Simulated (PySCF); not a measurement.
## Rh: excitation energy

Rh [Kr] 4d8 5s1 (4F) → Rh [Kr] 4d7 5s1 5p1 (high-spin determinant), as a difference of total energies. Calculation: PySCF 2.14, in x2c-QZVPPall; the spin-free X2C one-electron Hamiltonian (Gaussian nucleus). Correlated levels: valence: [Kr] frozen; valence and next inner shell: [Ar] 3d10 frozen. The calculations carry no spin-orbit coupling.

| method | excitation energy (cm⁻¹) |
| --- | --- |
| UHF | 22776 |
| LDA | 41144 |
| PBE | 39336 |
| PBE0 | 36819 |
| r2SCAN | 36587 |
| BHandHLYP | 35882 |
| r2SCANh | 35965 |
| wB97M-V | 37346 |
| MP2 (valence) | 36096 |
| SCS-MP2 (valence) | 37615 |
| MP2 (valence and next inner shell) | 36624 |
| SCS-MP2 (valence and next inner shell) | 36828 |

A first-order spin-orbit estimate (lowest level to lowest level, LS coupling) adds 0.035 eV.

The basis was made for the ground configuration and has no added diffuse functions, so the excitation energy can come out too high.

The determinant of the upper state mixes LS terms, which raises its energy above the lowest term, most at the Hartree-Fock and MP2 levels.
